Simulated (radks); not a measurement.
Problem. The chlorine ion Cl10+ is in [He] 2s2 2p3. Method: scalar-relativistic Kohn-Sham, r2SCAN, spin-polarised, spherical densities, finite nucleus; meta-GGA in the generalised Kohn-Sham scheme; Fermi nuclear charge, rms radius of each element as measured or else 0.836 A^(1/3) + 0.57 fm; computed with a radial shooting solver on a logarithmic mesh with Libxc functionals. Open shells are filled with parallel spins first. One electron is removed from 1s, 2s, 2p in turn, with full relaxation. Which removal costs least, and what does each cost?

Solution. 2p 534.80 eV; 2s 554.30 eV; 1s 3204.7 eV. The 2p electron leaves first.
